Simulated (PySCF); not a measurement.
Input file for PySCF: R-B3LYP/LANL2DZ on AsH6P (a complex), monomers drawn apart or pushed together.

```python
from pyscf import gto, scf, dft, mp
from pyscf.data.elements import chemcore

mol = gto.M(
    atom='''
    P    -0.02368630    0.12211135   -0.47461598
    H     1.38807192   -0.00196129   -0.46009729
    H    -0.23775009   -1.26422134   -0.27260405
    H    -0.11148580    0.02546532   -1.88833417
    As    0.19653600    0.35114973    2.78693508
    H     0.29535620    0.47744493    4.30551824
    H    -1.31322678    0.55139232    2.80329883
    H     0.45418598    1.83822864    2.58153324
    ''',
    basis='lanl2dz',
    ecp={'As': 'lanl2dz', 'P': 'lanl2dz'},
    charge=0, spin=0, verbose=3, max_memory=1800)
mf = dft.RKS(mol, xc='b3lyp')
mf.conv_tol = 1e-8
mf.max_cycle = 100
mf.kernel()
if not mf.converged:
    mf = mf.newton().run(mf.mo_coeff, mf.mo_occ)
```

The log:

```
converged SCF energy = -16.1631634479639
```

The calculation finished and met its thresholds.

Cost: roughly 4 core-seconds.
